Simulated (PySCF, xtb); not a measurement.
C7H16, SMILES CCCCCCC. One conformer was computed; it need not be the lowest.

Harmonic wavenumbers (cm⁻¹) from GFN2-xTB run with xtb at its own minimum, in rising order: 58, 71, 102, 128, 134, 233, 234, 250, 307, 419, 480, 769, 778, 813, 876, 931, 950, 952, 1014, 1050, 1088, 1100, 1113, 1114, 1148, 1200, 1222, 1249, 1260, 1275, 1291, 1294, 1300, 1345, 1374, 1380, 1416, 1416, 1496, 1496, 1499, 1501, 1504, 1505, 1505, 1508, 1508, 2953, 2956, 2962, 2969, 2973, 2973, 2977, 2977, 2981, 2987, 3030, 3030, 3032, 3032, 3037, 3037.

Question: What does B3LYP-D3(BJ)/def2-SVP (PySCF 2.14.0) give at its own minimum? (Estimate from the structure and the level; the computed values follow.)

Answer: 65, 77, 100, 146, 150, 247, 254, 257, 305, 422, 487, 740, 743, 775, 846, 889, 922, 935, 1011, 1022, 1054, 1076, 1080, 1090, 1158, 1196, 1231, 1249, 1282, 1309, 1313, 1321, 1327, 1362, 1395, 1402, 1406, 1414, 1461, 1462, 1464, 1470, 1471, 1471, 1478, 1484, 1489, 3000, 3002, 3006, 3014, 3017, 3021, 3021, 3028, 3033, 3045, 3057, 3066, 3098, 3098, 3106, 3106. Paired by order, the mean absolute difference is 28 cm⁻¹ and the zero-point energies are 135.2 and 135.8 kcal/mol.
